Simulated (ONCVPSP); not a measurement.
## Potentials for vanadium (V) compared

Generated with ld1.x 7.5 (TM, RRKJ, ultrasoft, PAW), atompaw 4.2 or ONCVPSP 4.0.1. The cutoff is in Ry: for ld1.x and atompaw files where the sum of valence levels is converged to 10 mRy in a Bessel basis, for ONCV files where the hardest occupied wave has 1 mHa per electron of residual kinetic energy. The error is the largest all-electron minus pseudo excitation energy over each file’s own four to seven test configurations (ionisations up to +4, promotions, holes and added fractions of an electron), all of which were solved. The labels leave out finer settings (local radius, basis sizes, second energies), which also bear on the numbers. Spin-polarised tests are not counted. The rows are a selection from randomly drawn settings: files with unsolved tests, undetermined cutoffs or missed reference levels are left out.

A true bound ghost makes a file unfit for plane-wave use even where its test errors are small: the radial tests pick states by their node count and pass the ghost by.

```tsv
potential	cutoff (Ry)	largest error (meV)	bound ghosts
ONCV, PBE, fully relativistic, rc 2.20/3.45/1.30 (spd), local smoothed, core correction no, reference 3d3 4s1.5 4p0.5, qcut 3.6/1.9/10, projectors 2/1/2	84	+148	none
ONCV, LDA (Perdew-Wang 92), scalar-relativistic, rc 1.80/1.50/1.25 (spd), local smoothed, core correction yes, reference 3s2 3p6 3d3 4s1, qcut 7.1/11.5/12.6, projectors 2/1/1	114	+52	none
ONCV, PBE, scalar-relativistic, rc 1.25/1.65/1.35 (spd), local smoothed, core correction yes, reference 3s2 3p6 3d3 4s2, qcut 10.4/9/9.4, projectors 3/2/2	76	+22	none
ONCV, BLYP, scalar-relativistic, rc 1.45/1.20/1.10 (spd), local smoothed, core correction no, reference 3s2 3p6 3d3 4s2, qcut 7.3/11.7/9.1, projectors 2/2/2	248	+4.4	none
ONCV, PBE, scalar-relativistic, rc 1.70/0.95/2.15 (spd), local smoothed, core correction no, reference 3s2 3p6 3d3 4s2, qcut 6.8/6.9/7.3, projectors 2/2/3	127	+121	none
ONCV, PBE, scalar-relativistic, rc 1.40/1.40/1.60 (spd), local smoothed, core correction yes, reference 3s2 3p6 3d3 4s1 4p1, qcut 9.6/10.4/8.4, projectors 2/2/2	61	+53	none
```

(1) Fill in the row for V: ONCV, PBEsol, fully relativistic, rc 1.80/1.80/1.40/1.55 (spdf), local smoothed, core correction no, reference 3s2 3p6 3d3 4s1.5 4p0.5, qcut 7.5/9.3/8.7/6.2, projectors 2/2/2/2.

(2) Fill in the row for V: ONCV, PBE, fully relativistic, rc 1.50/1.15/1.95 (spd), local smoothed, core correction no, reference 3s2 3p6 3d3, qcut 9.2/10.4/8.4, projectors 2/1/2.

(3) Fill in the row for V: ONCV, PBEsol, scalar-relativistic, rc 2.60/2.40/1.20 (spd), local smoothed, core correction yes, reference 3d3 4s2, qcut 2.9/2.8/11.3, projectors 2/2/1.

Results:

(1) cutoff 68 Ry, largest error +1.3 meV, bound ghosts: none.

(2) cutoff 74 Ry, largest error +140 meV, bound ghosts: none.

(3) cutoff 101 Ry, largest error -179 meV, bound ghosts: s.
